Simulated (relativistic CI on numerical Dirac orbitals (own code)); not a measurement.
Calculated levels, Sn34+

Method of calculation: Dirac-Coulomb-Breit CI, orbitals from a KLI potential per configuration, model QED (radiative potential, 1s self-energy scaled to tabulated hydrogen-like ionisation energies), unscaled Slater integrals (own radial code, finite nucleus).

Configuration list (outside the closed core [Ne]): 3s²3p⁴, 3s3p⁵, 3s²3p³3d, 3p⁶, 3s3p⁴3d, 3p⁵3d, 3s3p³3d², 3s²3p²3d4p, 3p⁵4s, 3s3p³3d4s, 3p⁵4p, 3s²3p³4s, 3s²3p³4p, 3s²3p³4d, 3p⁴3d4p, 3s3p⁴4s, 3s²3p³4f, 3s3p⁴4p, 3s3p⁴4d, 3s3p⁴4f, 3s²3p³5s, 3s²3p³5p, 3s²3p²4s4p, 3s²3p³5d, 3s²3p³5f, 3s²3p³5g, 3s3p³4s², 3s3p⁴5s, 3s²3p²3d², 3s²3p3d³, 3s3p²3d³, 3s²3p3d²4s, 3s²3p3d²4p, 3s²3p3d²4d, 3p⁴3d², 3p³3d³, 3p³3d²4s, 3p³3d²4p, 3p³3d²4d, 3s²3p²3d4s, 3s3p²3d²4s, 3s²3p3d4s², 3s²3p3d4s4p, 3s²3p3d4s4d, 3p⁴3d4s, 3p³3d4s², 3p³3d4s4p, 3p³3d4s4d, 3s²3p²4s², 3s3p²3d4s², 3s²3p4s²4p, 3s²3p4s²4d, 3s²3p²4p², 3s²3p3d4p², 3s3p²3d4p², 3s²3p4s4p², 3s²3p4p³, 3s²3p4p²4d, 3s3p³4s4p, 3s3p²3d4s4p, 3s3p²4s²4p, 3s3p²4s4p², 3s3p²4s4p4d. Double excitations out of closed p, d and f shells are left out; levels of such configurations are missing from the list, as are those of other unlisted configurations, and high levels can miss mixing partners. These lack a partner that the ground configuration has and come out too high: 3s²3p³4f, 3s3p⁴4p, 3s3p⁴4d, 3s3p⁴4f, 3s²3p³5s.

The lowest level is 3s²3p⁴ ³P2, with 72 % of that term; Hund's rules for 3s²3p⁴ give ³P with J = 2, in agreement.

| No. | Configuration | Term | J | E (eV) | % | Next component (%) | Landé g | Lifetime (s) |
| --- | --- | --- | --- | --- | --- | --- | --- | --- |
| 1 | 3s²3p⁴ | ³P | 2 | 0.000 | 72 | 26 ¹D | 1.364 |  |
| 2 | 3s²3p⁴ | ¹S | 0 | 11.493 | 55 | 43 ³P |  | 1.81e-01 |
| 3 | 3s²3p⁴ | ³P | 1 | 51.919 | 98 | 1 3s3p⁴3d ³P | 1.496 | 6.77e-07 |
| 4 | 3s²3p⁴ | ¹D | 2 | 58.414 | 72 | 26 ³P | 1.126 | 1.22e-06 |
| 5 | 3s²3p⁴ | ³P | 0 | 115.174 | 55 | 42 ¹S |  | 2.48e-07 |
| 6 | 3s²3p³3d | ⁵D° | 2 | 138.975 | 22 | 20 ³F° | 1.216 | 9.29e-10 |
| 7 | 3s²3p³3d | ⁵D° | 1 | 141.209 | 30 | 24 ³P° | 1.226 | 9.51e-10 |
| 8 | 3s²3p³3d | ⁵D° | 3 | 144.191 | 28 | 27 ³F° | 1.202 | 2.76e-09 |
| 9 | 3s²3p³3d | ³P° | 0 | 144.211 | 45 | 43 ⁵D° |  | 1.21e-08 |
| 10 | 3s3p⁵ | ³P° | 2 | 144.854 | 40 | 17 3s²3p³3d ³D° | 1.260 | 1.18e-10 |
| 11 | 3s²3p³3d | ⁵D° | 4 | 154.643 | 41 | 40 ³F° | 1.308 | 9.97e-05 |
| 12 | 3s3p⁵ | ³P° | 1 | 165.077 | 28 | 21 3s²3p³3d ⁵D° | 1.339 | 1.34e-11 |
| 13 | 3s²3p³3d | ⁵D° | 2 | 165.722 | 30 | 26 3s3p⁵ ³P° | 1.353 | 1.40e-11 |
| 14 | 3s²3p³3d | ³G° | 3 | 169.247 | 24 | 21 ³D° | 1.108 | 1.48e-11 |
| 15 | 3s²3p³3d | ³D° | 1 | 178.290 | 60 | 15 ³P° | 0.857 | 1.56e-11 |
| 16 | 3s²3p³3d | ⁵D° | 0 | 186.943 | 31 | 28 ¹S° |  | 2.80e-09 |
| 17 | 3s²3p³3d | ³F° | 2 | 187.817 | 46 | 30 ³D° | 1.000 | 2.23e-10 |
| 18 | 3s²3p³3d | ³D° | 1 | 188.248 | 48 | 24 ⁵D° | 0.949 | 4.85e-11 |
| 19 | 3s²3p³3d | ³F° | 3 | 191.931 | 48 | 18 ³G° | 1.121 | 2.44e-10 |
| 20 | 3s3p⁵ | ³P° | 0 | 197.297 | 42 | 29 3s²3p³3d ¹S° |  | 7.38e-11 |
| 21 | 3s²3p³3d | ³G° | 4 | 198.432 | 61 | 16 ³F° | 1.104 | 3.56e-06 |
| 22 | 3s²3p³3d | ³D° | 3 | 199.267 | 61 | 23 ⁵D° | 1.312 | 2.27e-10 |
| 23 | 3s²3p³3d | ³D° | 1 | 201.615 | 34 | 26 ¹P° | 0.951 | 8.39e-11 |
| 24 | 3s²3p³3d | ⁵D° | 4 | 201.700 | 36 | 33 ¹G° | 1.240 | 1.04e-06 |
| 25 | 3s²3p³3d | ³F° | 2 | 205.489 | 50 | 29 ¹D° | 0.895 | 2.85e-11 |
| 26 | 3s²3p³3d | ³F° | 4 | 208.180 | 63 | 31 ¹G° | 1.163 | 5.25e-06 |
| 27 | 3s²3p³3d | ³G° | 5 | 210.646 | 99 | 1 3s3p³3d² ³G° | 1.195 | 4.30e-06 |
| 28 | 3s²3p³3d | ³S° | 1 | 217.573 | 46 | 14 ³D° | 1.505 | 2.71e-12 |
| 29 | 3s²3p³3d | ³D° | 3 | 218.715 | 64 | 12 ³G° | 1.194 | 2.13e-12 |
| 30 | 3s²3p³3d | ³P° | 2 | 218.721 | 43 | 16 ¹D° | 1.287 | 2.06e-12 |
| 31 | 3s²3p³3d | ³D° | 2 | 221.302 | 55 | 28 ³P° | 1.236 | 5.48e-11 |
| 32 | 3s²3p³3d | ³P° | 0 | 223.806 | 35 | 28 ¹S° |  | 1.03e-11 |
| 33 | 3s²3p³3d | ³F° | 3 | 225.721 | 40 | 31 ³D° | 1.135 | 2.50e-10 |
| 34 | 3s²3p³3d | ³P° | 1 | 226.531 | 41 | 20 ¹P° | 1.203 | 1.91e-12 |
| 35 | 3s²3p³3d | ³D° | 2 | 227.852 | 39 | 30 ³F° | 1.060 | 6.18e-12 |
| 36 | 3s²3p³3d | ¹F° | 3 | 231.801 | 48 | 19 ³F° | 1.044 | 7.21e-12 |
| 37 | 3s²3p³3d | ³D° | 1 | 233.838 | 34 | 26 ¹P° | 0.993 | 2.29e-12 |
| 38 | 3s²3p³3d | ¹D° | 2 | 239.774 | 42 | 28 ³D° | 1.175 | 2.69e-12 |
| 39 | 3s²3p³3d | ³S° | 1 | 241.705 | 30 | 22 3s3p⁵ ¹P° | 1.295 | 2.46e-12 |
| 40 | 3s²3p³3d | ³F° | 4 | 264.434 | 55 | 15 ³G° | 1.211 | 3.80e-07 |
| 41 | 3s²3p³3d | ³P° | 2 | 267.332 | 43 | 25 ³D° | 1.276 | 5.37e-11 |
| 42 | 3s²3p³3d | ³P° | 0 | 267.933 | 67 | 20 3s3p⁵ ³P° |  | 1.53e-12 |
| 43 | 3s²3p³3d | ³P° | 1 | 270.089 | 32 | 20 ³D° | 1.210 | 1.78e-12 |
| 44 | 3s²3p³3d | ¹F° | 3 | 274.060 | 49 | 24 ³D° | 1.086 | 2.23e-12 |
| 45 | 3s²3p³3d | ³D° | 2 | 275.059 | 40 | 37 ¹D° | 1.021 | 2.59e-12 |

Energies count from the lowest computed level; ° marks odd parity; lifetimes are radiative, by E1, M1, E2, M2, E3 decay to levels of this space only.

The mean weight of the leading LS term, summed over parents, in these 45 levels is 47 %, and that of the leading jj configuration (from the same eigenvectors) 76 %, so jj coupling describes them better and the LS labels are nominal.

At this charge energies of transitions that change n are usually good to better than 1 %, and those within a shell (Δn = 0) to a few per cent.

LS names give the leading component of a level, which can be under half, so a name can repeat, a term be missing and a line seem to break the LS rules.
